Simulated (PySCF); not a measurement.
From results back to the method.

C₂H₅BF₂O₂.
Atom-mapped SMILES: `[BH2:1][O:2][CH2:3][O:4][CH:5]([F:6])[F:7]` (hydrogens: H8, H9 on B1; H10, H11 on C3; H12 on C5)

The closed-shell ground state was solved 5 times with PySCF (density fitting, gas phase), always with PBE0, in these basis sets: 6-31G, 6-31G*, STO-3G, aug-cc-pVDZ and cc-pVTZ. Isolated species at its PBE0-D3(BJ)/def2-SVP geometry (one conformer only).

| row | total energy (Eh) | HOMO (eV) | LUMO (eV) | dipole (D) |
| --- | --- | --- | --- | --- |
| P | -453.9199 | -9.01 | -0.80 | 1.72 |
| Q | -453.5952 | -8.96 | -0.62 | 2.23 |
| R | -453.8084 | -9.04 | -0.96 | 1.85 |
| S | -453.7383 | -8.83 | -0.35 | 1.60 |
| T | -447.5632 | -5.66 | 2.95 | 1.12 |

Which basis belongs to which row?

P = cc-pVTZ, Q = 6-31G, R = aug-cc-pVDZ, S = 6-31G*, T = STO-3G. From the lowest total energy up: cc-pVTZ (280 functions) 0 eV; aug-cc-pVDZ (206 functions) +3.04 eV; 6-31G* (108 functions) +4.94 eV; 6-31G (73 functions) +8.84 eV; STO-3G (40 functions) +172.97 eV.

Conformer computed: `[BH2:1][O:2][CH2:3][O:4][CH:5]([F:6])[F:7]`: B1–O2–C3–O4 -102°, O2–C3–O4–C5 -70°, C3–O4–C5–F6 -69°.
